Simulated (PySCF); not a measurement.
TDDFT excited states: C6H11Cl

Compound: C₆H₁₁Cl.
SMILES: `C(C)(=C(C)CCl)C`

Computed, not measured: TDDFT CAM-B3LYP/def2-SVPD, vertical, gas phase, core orbitals frozen in the response (PySCF). The structure is a single GFN2-xTB conformer in the gas phase; no vibrational or solvent corrections. Torsions of this conformer, `[CH3:1][C:2]([CH3:3])=[C:4]([CH3:5])[CH2:6][Cl:7]`: C2–C4–C6–Cl7 -86°.

| state | E (eV) | ν̃ (cm⁻¹) | f | main configurations (H = HOMO, L = LUMO) |
| --- | --- | --- | --- | --- |
| S1 | 5.97 | 48170 | 0.244 | H→L (92%) |
| S2 | 6.44 | 51920 | 0.072 | H→L+1 (92%) |
| S3 | 6.84 | 55140 | 0.0077 | H-1→L (90%) |
| S4 | 6.86 | 55350 | 0.023 | H-2→L (89%) |
| S5 | 7.23 | 58310 | 0.042 | H→L+2 (77%), H→L+3 (17%) |
| S6 | 7.32 | 59010 | 0.0020 | H→L+3 (80%), H→L+2 (17%) |
| S7 | 7.73 | 62350 | 0.071 | H→L+4 (74%) |
| S8 | 7.99 | 64420 | 0.0065 | H-3→L (35%), H-2→L+1 (14%) |

Triplets, Tamm–Dancoff:

```tsv
state	E (eV)	λ (nm)	main configurations (H = HOMO, L = LUMO)
T1	3.86	320.8	H→L (77%), H→L+4 (11%)
T2	6.12	202.5	H-2→L (37%), H→L+1 (30%)
T3	6.26	198.0	H-1→L (74%), H-2→L (8%)
```

The lowest singlet comes at 208 nm (576 kJ/mol) in the ultraviolet; it is strong; its leading configuration is HOMO→LUMO (92%). The lowest level is also the most intense of those listed (f = 0.244). Löwdin shares by element: HOMO carbon 66% or more, chlorine 9% (atoms not listed hold the other 25%); LUMO carbon 47% or more, chlorine 30% (atoms not listed hold the other 24%). The oscillator strengths of these states sum to 0.468; summed over the whole spectrum of an exact calculation they would give the number of electrons, 64 (Thomas–Reiche–Kuhn). The listed states span 2.02 eV, and the widest gap between neighbours is 0.46 eV (S1 to S2). Orbital energies (eV): HOMO-3 -11.05, HOMO-2 -9.73, HOMO-1 -9.72, HOMO -8.00, LUMO 0.82, LUMO+1 1.20, LUMO+2 1.78. Only the lowest 8 singlets were computed, as vertical energies without vibronic structure.
